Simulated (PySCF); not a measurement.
Radial density of Al (aluminium, neutral)

BP86, [Ne] 3s2 3p1, 2P determinant. Computed with PySCF 2.14 in 6-31G* (4s3p1d, 18 functions), with the non-relativistic Hamiltonian (point nucleus).

```csv
r (bohr),4πr²ρ (e/bohr),4πr²(ρα − ρβ)
0.00228,0.08451,0.0000
0.00383,0.2332,0.0000
0.00644,0.6209,0.0000
0.0108,1.559,0.0000
0.0182,3.652,0.0000
0.0307,7.483,0.0000
0.0516,12.42,0.0005
0.0867,14.51,0.0032
0.146,10.71,0.0129
0.245,8.729,0.0329
0.413,12.57,0.0401
0.694,8.793,0.0064
1.17,2.015,0.0416
1.96,1.218,0.2568
3.30,0.7396,0.2834
5.56,0.1035,0.0713
9.35,0.0009543,0.0008
```
